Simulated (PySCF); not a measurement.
Unknown compound

Molecular formula: C$_{7}$H$_{4}$N$_{2}$. Simulated spectra:

1H NMR (300 MHz, computed): δ 8.25 (s, 1H), 5.03 (t, 1H), 3.06 (d, 2H).

13C{1H} NMR (computed): δ 148.8 (CH), 126.9 (C), 122.1 (C), 119.9 (C), 113.0 (C), 84.2 (CH), 19.9 (CH2).

No solvent model, one conformer, non-relativistic, one averaged value for each set of equivalent atoms. Shieldings: GIAO PBE0/pcSseg-1; GFN2-xTB geometry; PySCF.

Chemical shifts δ = σref − σ; 1H (σref 31.72), 13C (σref 186.93) vs TMS, all at this level.

Which candidate is it?
A. N#CC/C=C1C=C/1C#N
B. CC#C/C(C#N)=C/C#N
C. CC#C/C(C#N)=C\C#N

Results:

A. 

The formula gives 7 degrees of unsaturation (1 ring in the answer). 7 carbon signals for 7 carbons: no two carbons are equivalent. Carbon types of the structure: 4 × C, 2 × CH, 1 × CH2, which accounts for all hydrogens. δC 148.8, 84.2: alkene CH. δC 126.9, 119.9: fully substituted alkene carbon; as expected for a trigonal carbon in a double bond. δC 122.1, 113.0: nitrile carbon; this is the usual window of a C≡N carbon, which has no attached hydrogen. δC 19.9: allylic sp3 CH2; a saturated carbon with 2 carbon neighbours and no heteroatom attached. δH 3.06: hydrogen on an allylic sp3 CH2; allylic position.

The others: CC#C/C(C#N)=C/C#N would give 2 signals for carbon-bound and other non-exchanging H, not 3; CC#C/C(C#N)=C\C#N would give 2 signals for carbon-bound and other non-exchanging H, not 3.

Shifts are as computed. Against solution values, carbons near 30 ppm lie about +3 ppm off and those near 130 ppm about +5 ppm. Of 1211 compounds with measured shifts, 218 miss one by over three times the rms of a fit or turn the order of signals round; such compounds aren't used in these exercises. No couplings were computed; multiplicities are counted from neighbouring protons, with m where these are inequivalent, close in shift, in a saturated or five-membered ring or joined by F or P, and br s for small geminal =CH2 splittings.
